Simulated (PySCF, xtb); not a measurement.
Si(H)2(Me)(SH) (CH6SSi), SMILES C[SiH2]S.

The structure is a stationary point at PBE0-D3(BJ)/def2-SVP. The values are those of a single conformer.

Computed with PySCF with IEF-PCM-PBE0/def2-SVP.

The values are the electrostatic part of the solvation free energy, E(continuum) − E(gas) at the gas-phase geometry, in a cavity of scaled van der Waals radii (PySCF's table); cavitation and dispersion terms are not included. In vacuum the orbital gap is 8.10 eV. The dipole moment in vacuum is 1.84 D.

**Question.** Estimate the values in water (ε = 78.36), tetrahydrofuran (ε = 7.43), benzene (ε = 2.27). (Estimate from the structure and the level; the computed values follow.)

**Answer.** 
| solvent | ε | ΔG(elec) (kcal/mol) | dipole (D) | gap (eV) |
|---|---|---|---|---|
| water | 78.36 | -2.8 | 2.42 | 8.41 |
| tetrahydrofuran | 7.43 | -2.3 | 2.30 | 8.36 |
| benzene | 2.27 | -1.2 | 2.09 | 8.24 |

For comparison, GFN2-xTB/ALPB(water) (xtb, at the GFN2-xTB geometry, all terms of that model) gives -0.6 kcal/mol.
